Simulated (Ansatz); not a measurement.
`F[C@H]1O[C@H]1[SiH3]` + `[OH][Sc]([F])[F]` → `[F][Sc]([F])[O][SiH3]` + `FC1CO1`  (ligand exchange at the Si–C bond)

Isolated molecules relaxed with PBE0-D4/def2-TZVP in Ansatz; ΔE leaves out vibrations. CCSD(T)/CBS is the MP2 limit (def2-TZVPP, def2-QZVPP) plus CCSD(T) − MP2 in def2-TZVPP, frozen cores. Functionals use def2-TZVPP. For Sc outer-core shells are correlated without core-valence functions, which leaves a few kJ/mol of doubt a bond. Scalar relativity is left out up to krypton. One conformer a species, not always the lowest.

`F[C@H]1O[C@H]1[SiH3]`:

Cartesian coordinates in Å:
```
F -1.121 -0.673 1.632
C -1.224 0.386 0.798
O -0.246 1.337 0.918
C -0.284 0.534 -0.305
Si 1.164 -0.635 -0.586
H -2.254 0.733 0.755
H -0.641 1.099 -1.167
H 0.775 -1.595 -1.652
H 1.507 -1.350 0.663
H 2.324 0.163 -1.057
```

`[OH][Sc]([F])[F]`:

Cartesian coordinates in Å:
```
O -0.542 -1.128 -0.345
Sc 0.231 0.482 0.147
F -0.432 1.449 1.574
F 1.682 1.153 -0.779
H -0.940 -1.955 -0.597
```

`[F][Sc]([F])[O][SiH3]`:

```xyz
8

F    -1.356   -2.618    1.440
Sc   -0.012   -1.912    0.396
F     1.313   -3.011   -0.260
O     0.007   -0.074    0.005
Si    0.011    1.527   -0.320
H    -1.341    1.963   -0.761
H     0.988    1.834   -1.400
H     0.390    2.291    0.899
```

`FC1CO1`:

Z-matrix (Å, degrees):
```
C
C 1 1.449
O 1 1.374 2 61.2
F 1 1.351 2 118.9 3 104.9
H 1 1.087 2 124.3 3 -105.1
H 2 1.086 1 118.0 3 -102.4
H 2 1.086 1 120.8 3 101.9
```

| level | ΔE (eV) |
| --- | --- |
| PBE-D4 | -1.08 |
| ωB97X-V | -1.21 |
| CCSD/def2-TZVPP | -1.28 |
| HF/def2-QZVPP | -1.51 |

Problem. What does CCSD(T)/CBS give? (An estimate is asked.)

Solution. Computed: -1.25 eV. The listed levels differ from it by 0.17, 0.04, -0.03, -0.26 eV.

Largest T1 diagnostic among the species: 0.017.

In def2-TZVPP, CCSD(T) changes the Hartree–Fock value by +0.24 eV (the triples alone add +0.04 eV) and MP2 by +0.23 eV. The D4 term adds +0.03 eV with B3LYP and +0.02 eV with PBE0; it sums over pairs of atoms, weighted by their polarisabilities, and B3LYP, whose exchange is more repulsive, gets the larger term. From PBE to PBE0 (25 % exact exchange), in def2-TZVPP and without D4, ΔE moves by −0.07 eV.

B3LYP here is the variant with VWN-RPA as its local correlation; programs differ in this.
